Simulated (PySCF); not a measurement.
## Static response to an electric field

Compound: C5H9ClSi2.
Cartesian coordinates in Å at the GFN2-xTB level; atoms count from 1:
```xyz
17
C5H9ClSi2 angstrom
C      2.492   -0.414   -0.048
C      0.997   -0.299   -0.019
C      0.216   -1.217   -0.592
Si    -1.660   -1.197   -0.646
C     -2.285    0.496   -0.112
C     -1.532    1.426    0.471
Si     0.287    1.205    0.880
Cl     1.289    2.872    0.283
H      2.921    0.436   -0.578
H      2.892   -0.399    0.966
H      2.811   -1.331   -0.541
H      0.697   -2.060   -1.082
H     -2.200   -2.219    0.265
H     -2.118   -1.465   -2.018
H     -3.330    0.716   -0.305
H     -1.977    2.380    0.737
H      0.495    1.080    2.330
```

Level: CAM-B3LYP/def2-SVPD (PySCF), static field, nuclei fixed, core orbitals frozen in the response. The polarisability tensor in these axes (au):

```
x   132.58  15.64   9.01
y    15.64 128.85  16.04
z     9.01  16.04  96.63
```

Q: What are the eigenvalues, a third of the trace, and Δα (Δα² = ½Σ(αi − αj)² over the three pairs)?

A: Principal values 89.85, 116.19 and 152.02 au; mean 119.35 au = 17.69 Å³ = 19.68 × 10⁻⁴⁰ C²·m²/J; Δα = 54.05 au (45 % of the mean).

Q: What is the dipole moment, and where does it point?

A: (-0.41, -1.19, 0.09) D, 1.26 D in size, pointing from the negative to the positive side. Measured along this direction, the outermost atoms are Cl8 at the negative end and H13 at the positive end.

Q: How large is μ²/3kT at 500 K beside α?

A: In Gaussian units μ²/3kT = 7.65 Å³ against 17.69 Å³, a ratio of 0.43; the Debye molar polarisation (4π/3)N_A(α + μ²/3kT) is 63.9 cm³/mol, leaving out the vibrational part.

Q: Along which axes do the principal values lie, and how far do the nuclei extend along each?

A: Largest value along (0.68, 0.67, 0.30), where the nuclei span 5.91 Å; middle along (0.73, -0.65, -0.20), 6.18 Å; least along (-0.07, -0.36, 0.93), 2.97 Å. The strongest response doesn't lie along the longest of the three spans.

Q: What depolarisation ratio follows for Rayleigh scattering of linearly polarised light, taking the static tensor?

A: ρ = 3Δα²/(45ᾱ² + 4Δα²) = 8764.1/(641041 + 11685.4) = 0.0134.

Q: Traceless (Buckingham) quadrupole moment about the centre of nuclear charge: eigenvalues?

A: -6.86, -1.45, 8.30 D·Å. The values depend on the origin, since the dipole doesn't vanish. The electronic extent ⟨r²⟩ about the same centre is 1735 bohr², a root-mean-square distance of 2.40 Å for the 84 electrons.

Isolated species at its GFN2-xTB geometry (one conformer only).

The run behind these numbers computed excited states as well. Time: 87 s; peak memory 1.1 GiB. Hardware: one thread of an Arm Neoverse V1, shared host.
